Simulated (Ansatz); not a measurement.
System: C₃H₉BN (charge 0, doublet). It need not be the lowest isomer of its formula. SMILES: N(C)B(C)[CH2]
Geometry from a B3LYP-D3(BJ)/def2-TZVP (Ansatz, a quantum-chemistry and plane-wave program) optimisation:
```xyz
14

C      1.2883     0.7696     0.7908
B      0.4573    -0.2645     0.0148
C      1.1131    -1.6300    -0.4515
N     -0.8966    -0.0275    -0.2992
C     -1.7249     1.1222     0.0055
H      2.3304     0.5894     1.0336
H      0.9227     1.7266     1.1475
H      0.4279    -2.2869    -0.9945
H      1.4961    -2.1926     0.4059
H      1.9758    -1.4479    -1.1002
H     -1.3870    -0.7460    -0.8106
H     -1.1481     1.8618     0.5549
H     -2.5861     0.8429     0.6196
H     -2.1003     1.5971    -0.9058
```
Charge 0, spin multiplicity 2.

Atomisation energy built up term by term with Ansatz (kcal/mol; UHF references for open shells; valence terms freeze the core; atomic spin-orbit terms are left out). CBS marks a two-point X^-3 extrapolation of the correlation energy; Hartree-Fock from the larger set.

```csv
term,basis,kcal/mol
Hartree-Fock,cc-pVQZ,979.57
CCSD correlation,"CBS(cc-pVTZ,cc-pVQZ)",[?]
(T),"CBS(cc-pVTZ,cc-pVQZ)",[?]
core correlation,cc-pwCVTZ,5.43
scalar relativity (X2C),cc-pVTZ-DK against cc-pVTZ,-0.91
sum: De,,[?]
```

**Question.** Fill in the missing entries.

**Answer.** 
- CCSD correlation, kcal/mol: 293.76
- (T), kcal/mol: 16.75
- sum: De, kcal/mol: 1294.6
